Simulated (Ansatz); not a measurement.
```xyz
11

O     0.226    1.045    1.828
Ga   -0.692    0.380    0.428
O    -1.674   -1.108    0.684
O    -1.192    1.517   -0.877
P     1.292   -0.713   -0.801
H     0.038    0.576    2.644
H    -2.460   -1.125    0.134
H    -0.990    2.429   -0.663
H     1.984   -1.769   -0.174
H     1.068   -1.320   -2.052
H     2.399    0.087   -1.149
```

Charge 0, multiplicity 1.

List the PBE/def2-TZVPP orbital energies in eV (Ansatz 0.2.0). (An estimate is asked.)

The calculation gave: Occupied: -10092.85, -2077.36, -1232.67, -1092.38, -1092.28, -1092.28, -509.35, -509.35, -509.35, -172.73, -142.69, -124.18, -124.18, -124.08, -97.28, -97.07, -97.07, -23.86, -23.63, -23.63, -19.28, -19.25, -19.25, -19.03, -19.03, -17.15, -12.11, -10.92, -10.92, -10.61, -10.61, -8.70, -8.17, -7.25, -7.25, -6.45, -6.45, -6.43. Lowest empty: -0.98, -0.98, -0.94, 0.08, 0.90, 1.10, 1.10, 2.34.
